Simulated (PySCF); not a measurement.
Species: C3H5B.
Atom-mapped SMILES: `[BH2:1][CH2:2][C:3]#[CH:4]` (hydrogens: H5, H6 on B1; H7, H8 on C2; H9 on C4)

Cartesian coordinates in Å at the PBE0-D3(BJ)/def2-SVP level; atoms count from 1:
```
atom  x, y, z in Å
B1    -1.3379    0.7072    0.1007
C2    -0.3795   -0.5286    0.0065
C3     1.0509   -0.2874   -0.0626
C4     2.2408   -0.0677   -0.1148
H5    -0.9375    1.8433    0.0274
H6    -2.5221    0.4956    0.2277
H7    -0.6275   -1.2205    0.8348
H8    -0.7254   -1.0845   -0.8909
H9     3.2961    0.1256   -0.1623
```

Computed, not measured: PBE0-D3(BJ)/def2-SVP geometry optimisation, gas phase in PySCF.

Masses are those of the commonest isotopes; rigid-rotor values at the optimised geometry. The values belong to one conformer with, in the numbering `[BH2:1][CH2:2][C:3]#[CH:4]`, H–B1–C2–C3 5° and -176°.

Question: What are A, B and C (GHz)?

Answer: Ia = 15.71, Ib = 111.24, Ic = 123.90 u·Å²; 505379 MHz·u·Å²/I gives 32165, 4543 and 4079 MHz, that is A = 32.165, B = 4.5430, C = 4.0788 GHz.

Question: What kind of rotor is it?

Answer: A near-prolate asymmetric top. Ray's parameter κ = (2B − A − C)/(A − C) = -0.967; −1 is the prolate and +1 the oblate limit.

Question: What does the inertial defect say?

Answer: Not planar: Δ = Ic − Ia − Ib = -3.05 u·Å². For a rigid frame Δ = −2 Σ m c², so Σ m c² = 1.53 u·Å² lies off the ab plane, practically all of it from hydrogen. The atom farthest from that plane is 0.91 Å away.

Question: Give the other two planar moments, Paa and Pbb, and the rms extents of the mass along the axes.

Answer: Paa = Σ m a² = (Ib + Ic − Ia)/2 = 109.72 and Pbb = Σ m b² = (Ia + Ic − Ib)/2 = 14.19 u·Å². With the mass M = 52.05 u, the rms extents √(P/M) along a, b and c are 1.45, 0.52, 0.17 Å.

Question: Which lines would a microwave search look for?

Answer: The dipole components are |μa| = 0.45 D, |μb| = 0.67 D, |μc| = 0.04 D. The squared components, which scale the intensities, stand as 0.46 : 1.00 : 0.00 (a : b : c). Some lines, for components of 0.1 D or more:

```tsv
type	branch	J(Ka,Kc)	MHz	lower level (cm⁻¹)
a	Q	3(1,2) ← 3(1,3)	2785	2.608
a	Q	4(1,3) ← 4(1,4)	4642	3.727
b	R	4(0,4) ← 3(1,3)	7943	2.608
a	R	2(0,2) ← 1(0,1)	17238	0.288
a	R	3(1,3) ← 2(1,2)	25165	1.769
a	R	3(0,3) ← 2(0,2)	25842	0.863
a	R	4(1,4) ← 3(1,3)	33547	2.608
a	R	4(1,3) ← 3(1,2)	35404	2.701
b	R	2(1,2) ← 1(0,1)	44401	0.288
b	Q	4(2,2) ← 4(1,3)	81338	3.882
b	Q	3(2,1) ← 3(1,2)	82201	2.701
b	Q	3(2,2) ← 3(1,3)	84957	2.608
b	R	2(2,1) ← 1(1,0)	100573	1.224
b	R	3(2,2) ← 2(1,1)	108730	1.815
b	R	4(2,2) ← 3(1,3)	119527	2.608
b	Q	4(3,1) ← 4(2,2)	139202	6.595
b	R	4(4,1) ← 3(3,0)	229464	10.088
```

PBE0-D3(BJ)/def2-SVP frequencies: not computed here. Constants of a rigid frame at the computed geometry: no zero-point averaging, no centrifugal distortion. Quadrupole hyperfine structure (11B) is left out.
